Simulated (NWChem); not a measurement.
System: BBr2F; SMILES FB(Br)Br

Output (shortened):

```
             Northwest Computational Chemistry Package (NWChem) 7.3.0
             --------------------------------------------------------

                             Geometry "geometry" -> ""
                             -------------------------

 Output coordinates in angstroms (scale by  1.889725989 to convert to a.u.)

  No.       Tag          Charge          X              Y              Z
 ---- ---------------- ---------- -------------- -------------- --------------
    1 B                    5.0000     0.00000000     0.00000000    -0.62003300
    2 F                    9.0000     0.00000000     0.00000000    -1.92990800
    3 Br                  35.0000     1.66146600     0.00000000     0.30379600
    4 Br                  35.0000    -1.66146600     0.00000000     0.30379600

 Effective nuclear repulsion energy (a.u.)     430.4429426849

                              NWChem Property Module
                              ----------------------

                                 NWChem DFT Module
                                 -----------------

 Summary of "ao basis" -> "ao basis" (spherical)
 ------------------------------------------------------------------------------
       Tag                 Description            Shells   Functions and Types
 ---------------- ------------------------------  ------  ---------------------
 B                         def2-svpd                 8       20   4s2p2d
 F                         def2-svpd                 9       23   4s3p2d
 Br                        def2-svpd                15       41   6s5p4d

            General Information
            -------------------
          SCF calculation type: DFT
          Wavefunction type:  closed shell.
          No. of atoms     :     4
          No. of electrons :    84
           Alpha electrons :    42
            Beta electrons :    42
          Charge           :     0
          Spin multiplicity:     1
          Use of symmetry is: off; symmetry adaption is: off
          Maximum number of iterations: 150
          AO basis - number of functions:   125
                     number of shells:    47
          Convergence on energy requested:  1.00D-06
          Convergence on density requested:  1.00D-05
          Convergence on gradient requested:  5.00D-04

              XC Information
              --------------
                     Hartree-Fock (Exact) Exchange  1.000
                   CAM-Becke88 Exchange Functional  1.000
                      VWN V Correlation Functional  0.190 local
              Lee-Yang-Parr Correlation Functional  0.810

           Range-Separation Parameters
           ---------------------------
           Alpha           :  0.19
           Beta            :  0.46
           Gamma           :  0.33
           Short-Range HF  :     F

             Grid Information
             ----------------
          Grid used for XC integration:  medium
          Radial quadrature: Mura-Knowles
          Angular quadrature: Lebedev.
          Tag              B.-S. Rad. Rad. Pts. Rad. Cut. Ang. Pts.
          ---              ---------- --------- --------- ---------
          B                   0.85       49          11.0       434
          F                   0.50       49          11.0       434
          Br                  1.15      112          13.0       590
          Grid pruning is: on
          Number of quadrature shells:   322
          Spatial weights used:  Erf1

      Superposition of Atomic Density Guess
      -------------------------------------

 Sum of atomic energies:       -5267.97796358

      Non-variational initial energy
      ------------------------------

 Total energy =   -5269.031530
 1-e energy   =   -8193.320628
 2-e energy   =    2493.846156
 HOMO         =      -0.378424
 LUMO         =       0.039531

   convergence    iter        energy       DeltaE   RMS-Dens  Diis-err
 ---------------- ----- ----------------- --------- --------- ---------
 d= 0,ls=0.0,diis     1  -5272.5386119234 -5.70D+03  1.16D-02  9.01D-01
 d= 0,ls=0.0,diis     2  -5272.5419493049 -3.34D-03  6.16D-03  9.68D-01
 d= 0,ls=0.0,diis     3  -5272.6357268419 -9.38D-02  7.47D-04  1.98D-02
 d= 0,ls=0.0,diis     4  -5272.6373038205 -1.58D-03  3.09D-04  3.04D-03
 d= 0,ls=0.0,diis     5  -5272.6375453487 -2.42D-04  1.27D-04  1.82D-04
  Resetting Diis
 d= 0,ls=0.0,diis     6  -5272.6375712514 -2.59D-05  2.00D-05  1.51D-06
 d= 0,ls=0.0,diis     7  -5272.6375716587 -4.07D-07  4.24D-06  1.81D-07

         Total DFT energy =    -5272.637571658687
      One electron energy =    -8193.488032127236
           Coulomb energy =     2687.816261365412
    Exchange-Corr. energy =     -197.408743581739
 Nuclear repulsion energy =      430.442942684876

 Numeric. integr. density =       83.999997087794

                       DFT Final Molecular Orbital Analysis
                       ------------------------------------

 Vector   40  Occ=2.000000D+00  E=-4.014259D-01
              MO Center= -4.6D-09,  1.2D-09,  2.7D-01, r^2= 4.0D+00
   Bfn.  Coefficient  Atom+Function         Bfn.  Coefficient  Atom+Function
  ----- ------------  ---------------      ----- ------------  ---------------
    61      0.369926  3 Br pz               102      0.369926  4 Br pz
    58      0.359793  3 Br pz                99      0.359793  4 Br pz
    55     -0.235471  3 Br pz                96     -0.235471  4 Br pz
    59     -0.121310  3 Br px               100      0.121310  4 Br px
    56     -0.116188  3 Br px                97      0.116188  4 Br px

 Vector   41  Occ=2.000000D+00  E=-3.813848D-01
              MO Center=  4.9D-08, -2.0D-08,  2.7D-01, r^2= 4.2D+00
   Bfn.  Coefficient  Atom+Function         Bfn.  Coefficient  Atom+Function
  ----- ------------  ---------------      ----- ------------  ---------------
    60      0.411172  3 Br py               101     -0.411172  4 Br py
    57      0.394229  3 Br py                98     -0.394229  4 Br py
    54     -0.257451  3 Br py                95      0.257451  4 Br py
    51      0.083587  3 Br py                92     -0.083587  4 Br py
    63      0.048676  3 Br py               104     -0.048676  4 Br py

 Vector   42  Occ=2.000000D+00  E=-3.668744D-01
              MO Center=  1.3D-08, -1.1D-08,  2.4D-01, r^2= 4.4D+00
   Bfn.  Coefficient  Atom+Function         Bfn.  Coefficient  Atom+Function
  ----- ------------  ---------------      ----- ------------  ---------------
    61      0.327384  3 Br pz               102     -0.327384  4 Br pz
    58      0.314958  3 Br pz                99     -0.314958  4 Br pz
    59     -0.271222  3 Br px               100     -0.271222  4 Br px
    56     -0.253668  3 Br px                97     -0.253668  4 Br px
    55     -0.204576  3 Br pz                96      0.204576  4 Br pz

 Vector   43  Occ=0.000000D+00  E=-1.328054D-02
              MO Center=  3.8D-08, -2.7D-08, -3.4D-01, r^2= 3.2D+00
   Bfn.  Coefficient  Atom+Function         Bfn.  Coefficient  Atom+Function
  ----- ------------  ---------------      ----- ------------  ---------------
     6      0.609720  1 B  py                 9     -0.476553  1 B  py
    60      0.237853  3 Br py               101      0.237853  4 Br py
    26     -0.226570  2 F  py                29      0.193017  2 F  py
    32      0.167835  2 F  py                57      0.166704  3 Br py
    98      0.166704  4 Br py                80      0.115768  3 Br d -2

 Vector   44  Occ=0.000000D+00  E= 1.579299D-02
              MO Center=  3.6D-07, -7.8D-08,  2.9D-01, r^2= 1.3D+01
   Bfn.  Coefficient  Atom+Function         Bfn.  Coefficient  Atom+Function
  ----- ------------  ---------------      ----- ------------  ---------------
     4      4.311140  1 B  s                 49     -1.277693  3 Br s
    90     -1.277693  4 Br s                 62      0.758519  3 Br px
   103     -0.758519  4 Br px                64      0.573760  3 Br pz
   105      0.573760  4 Br pz                24     -0.563185  2 F  s
    47     -0.262811  3 Br s                 88     -0.262811  4 Br s

 Vector   45  Occ=0.000000D+00  E= 4.910908D-02
              MO Center=  6.4D-07,  8.6D-09,  8.4D-01, r^2= 2.0D+01
   Bfn.  Coefficient  Atom+Function         Bfn.  Coefficient  Atom+Function
  ----- ------------  ---------------      ----- ------------  ---------------
    62      1.466350  3 Br px               103      1.466350  4 Br px
    49     -1.069917  3 Br s                 90      1.069917  4 Br s
     8      0.299730  1 B  px                64      0.300891  3 Br pz
   105     -0.300891  4 Br pz                31      0.213936  2 F  px
     5     -0.168923  1 B  px                47     -0.168551  3 Br s

     Multipole analysis of the density
     ---------------------------------

     L   x y z        total         alpha         beta         nuclear
     -   - - -        -----         -----         ----         -------
     0   0 0 0     -0.000000    -42.000000    -42.000000     84.000000

     1   1 0 0      0.000000      0.000000      0.000000      0.000000
     1   0 1 0     -0.000000     -0.000000     -0.000000      0.000000
     1   0 0 1      0.150018     -0.677464     -0.677464      1.504946

[...]

 DFT Linear Response polarizability / au
 Frequency  =       0.0000000 / au
              X              Y              Z
 -----------------------------------------------
 X      72.8726989     -0.0000008     -0.0000001
 Y      -0.0000008     43.7561421     -0.0000000
 Z      -0.0000001     -0.0000000     51.1541128
 -----------------------------------------------
 Eigenvalues =      72.8726989     43.7561421     51.1541128
 Isotropic   =      55.9276512
 Anisotropic =      26.2126004
 -----------------------------------------------

 Magnetic Dipole Response Matrix (nonzero elements):

 Exiting AOResponse driver routine
```

Level: CAM-B3LYP/def2-SVPD. All runs use the structure optimised with PBE0/def2-SVP.

**Question.** Write an input that gives this output.

**Answer.** This is not unique; one that fits is the input that was run:
```
start job
memory heap 200 mb stack 900 mb global 1100 mb
geometry units angstroms noautosym nocenter noautoz
  B      0.000000     0.000000    -0.620033
  F      0.000000     0.000000    -1.929908
  Br     1.661466     0.000000     0.303796
  Br    -1.661466     0.000000     0.303796
end
basis spherical
  * library def2-svpd
end
dft
  xc xcamb88 1.00 lyp 0.81 vwn_5 0.19 hfexch 1.00
  cam 0.33 cam_alpha 0.19 cam_beta 0.46
  iterations 150
end
property
  response 1 0.0
end
task dft property
```
